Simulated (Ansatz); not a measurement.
One geometry of InSi₆⁻, several levels of theory.

```yaml
crystal:
  periodic: [false, false, false]
  atoms:
    - {symbol: In, position_ang: [-0.273658, 1.821885, -1.177201]}
    - {symbol: Si, position_ang: [0.635291, -2.045136, 0.618207]}
    - {symbol: Si, position_ang: [-1.426276, 2.124470, 1.075034]}
    - {symbol: Si, position_ang: [1.148294, 0.456921, -2.974661]}
    - {symbol: Si, position_ang: [-0.424646, -1.677497, 2.564723]}
    - {symbol: Si, position_ang: [0.862850, -0.747298, -1.173264]}
    - {symbol: Si, position_ang: [-0.521843, 0.066645, 1.067173]}
basis:
  gaussian: {orbitals: def2-SVPD, initial_orbitals: start.molden}
total_charge: -1
correlation: {method: ccsd_t}
scf: {omitted_lower_state_checks: [starts]}
output: {orbitals: {seedname: orbitals}}
```

The file start.molden holds the orbitals of an earlier run on this structure, at another level or in another basis.

```sh
$ ansatz run in.yaml --threads 4 --pin off --events-out ev --progress --plain --max-ram 4787MiB
```

Shortened log:

```
Functional definition: HF
1806 factors; integrals over basis functions are off by at most 6.5e-4 eV
mean field evaluation 1: about -52303.2977 eV, gradient 2.9e1 eV
mean field evaluation 2: about -52304.5035 eV, gradient 1.4e0 eV
mean field evaluation 4: about -52304.5374 eV, gradient 5.2e-2 eV
mean field evaluation 8: about -52304.5374 eV, gradient 2.4e-6 eV
mean field evaluation 16: about -52299.9134 eV, gradient 2.3e0 eV
mean field evaluation 32: about -52299.8631 eV, gradient 6.5e-3 eV
mean field evaluation 64: about -52302.1296 eV, gradient 3.8e0 eV
mean field evaluation 96: about -52299.8033 eV, gradient 9.0e-1 eV
mean field -52304.53741692 eV, -1922.1562967831 hartree, gradient 2.4e-6 eV, S^2 0.000000; 0 other end points of the search recorded, 0 dependent functions left out; unrestricted orbitals would lower it
34 core orbitals not correlated: weight in the atoms' cores, before any rotation towards them, 1.000 or more for the frozen orbitals, at most 0.000 for the correlated occupied ones
reference -52304.53741692 eV, -1922.1562967831 hartree; 19, 19 occupied and 123, 123 virtual orbitals, 1806 factors
second order -19.48287958 eV of doubles, -0.00000000 eV of singles
cycle   1  -18.41075355 eV  change     1.1e0 eV  update   2.5e-1
cycle   2  -19.44180954 eV  change    -1.0e0 eV  update   1.1e-1
cycle   3  -19.70759801 eV  change   -2.7e-1 eV  update   4.5e-2
cycle   4  -19.70576745 eV  change    1.8e-3 eV  update   1.6e-2
cycle   5  -19.70007187 eV  change    5.7e-3 eV  update   8.9e-3
cycle   6  -19.70228292 eV  change   -2.2e-3 eV  update   4.1e-3
cycle   7  -19.70009436 eV  change    2.2e-3 eV  update   1.9e-3
cycle   8  -19.69966667 eV  change    4.3e-4 eV  update   8.7e-4
cycle   9  -19.70036117 eV  change   -6.9e-4 eV  update   4.9e-4
cycle  10  -19.70037602 eV  change   -1.5e-5 eV  update   2.6e-4
cycle  11  -19.70017369 eV  change    2.0e-4 eV  update   1.3e-4
cycle  12  -19.70027780 eV  change   -1.0e-4 eV  update   6.7e-5
cycle  13  -19.70024399 eV  change    3.4e-5 eV  update   3.0e-5
perturbative correction -1.86345641 eV, -0.0684807601 hartree
Total energy: -52326.10111732 eV, -1922.9487481563 hartree
Checks for a lower state left out: starts
```

Hardware: 4 threads of Arm Neoverse V2 on a shared host. Wall time 46 s, peak host memory 1.6 GiB.

The first input with `gaussian: {orbitals: def2-TZVPD, initial_orbitals: start.molden}`, `hamiltonian: {xc: {name: B3LYP}, dispersion: d4}` and without the key `correlation` (abridged; 14 s):

```
Functional definition: B3LYP
mean field -52444.94143102 eV, -1927.3160491318 hartree, gradient 1.5e-5 eV, S^2 0.000000
Total energy: -52445.94674072 eV, -1927.3529935820 hartree
Checks for a lower state left out: starts
```

The first input with `gaussian: {orbitals: def2-TZVPD, initial_orbitals: start.molden}`, `hamiltonian: {xc: {name: wB97X-V}}` and without the key `correlation` (abridged; 30 s):

```
Functional definition: wB97X-V
mean field -52430.96617638 eV, -1926.8024679966 hartree, gradient 1.3e-5 eV, S^2 0.000000
Total energy: -52430.96617406 eV, -1926.8024679116 hartree
Checks for a lower state left out: starts
```

As the first input, with `gaussian: {orbitals: def2-TZVPD, initial_orbitals: start.molden}`, `correlation: {method: mp2}` (abridged; 16 s):

```
Functional definition: HF
mean field -52320.68644695 eV, -1922.7497626902 hartree, gradient 2.5e-6 eV, S^2 0.000000; unrestricted orbitals would lower it
mean field evaluation 16: about -52320.8995 eV, gradient 3.5e-1 eV
34 core orbitals not correlated: weight in the atoms' cores, before any rotation towards them, 1.000 or more for the frozen orbitals, at most 0.000 for the correlated occupied ones
second order -27.71174014 eV of doubles, -0.00000000 eV of singles
Total energy: -52348.39818708 eV, -1923.7681503566 hartree
Checks for a lower state left out: starts
```

First input, but with `gaussian: {orbitals: def2-TZVPD, initial_orbitals: start.molden}`, `hamiltonian: {xc: lda}` and without the key `correlation` (abridged; 3.6 s):

```
Functional definition: SPW92
mean field -52246.40269583 eV, -1920.0198851880 hartree, gradient 2.3e-5 eV, S^2 0.000000
Total energy: -52246.40274071 eV, -1920.0198868375 hartree
Checks for a lower state left out: starts
```

As the first input, with `gaussian: {orbitals: def2-TZVPD, initial_orbitals: start.molden}`, `hamiltonian: {xc: pbe0, dispersion: d4}` and without the key `correlation` (abridged; 15 s):

```
Functional definition: PBE0
mean field -52421.44277280 eV, -1926.4524893703 hartree, gradient 8.1e-5 eV, S^2 0.000000
Total energy: -52421.97379889 eV, -1926.4720042191 hartree
Checks for a lower state left out: starts
```

First input, but with `gaussian: {orbitals: def2-TZVPD, initial_orbitals: start.molden}`, `hamiltonian: {xc: r2scan, dispersion: d4}` and without the key `correlation` (abridged; 14 s):

```
Functional definition: r2SCAN
mean field -52439.00350145 eV, -1927.0978342452 hartree, gradient 1.7e-5 eV, S^2 0.000000
Total energy: -52439.13335602 eV, -1927.1026063124 hartree
Checks for a lower state left out: starts
```

Geometry: PBE0-D4/def2-SVPD.

In the def2 sets In takes a core potential; there is no spin–orbit coupling. B3LYP takes the VWN-RPA correlation. Correlated methods freeze 34 core orbitals; core or outer-core shells of In are correlated, in sets that lack core-valence functions. At CCSD(T)/def2-SVPD T1 of the charge -1 singlet is large (up to 0.024), so the single-reference result is doubtful. At CCSD(T)/def2-SVPD, MP2/def2-TZVPD the restricted singlet (for correlated methods, its reference) is unstable: a solution with broken spin symmetry lies lower. The restricted singlet is unstable towards broken spin symmetry in Hartree–Fock (as tested in another run); at B3LYP-D4/def2-TZVPD, ωB97X-V/def2-TZVPD, LDA (SPW92)/def2-TZVPD, PBE0-D4/def2-TZVPD and others this wasn't settled. Another isomer (singlet) lies 1.38 eV lower at PBE0-D4/def2-TZVPD; other spin states weren't run for this one.
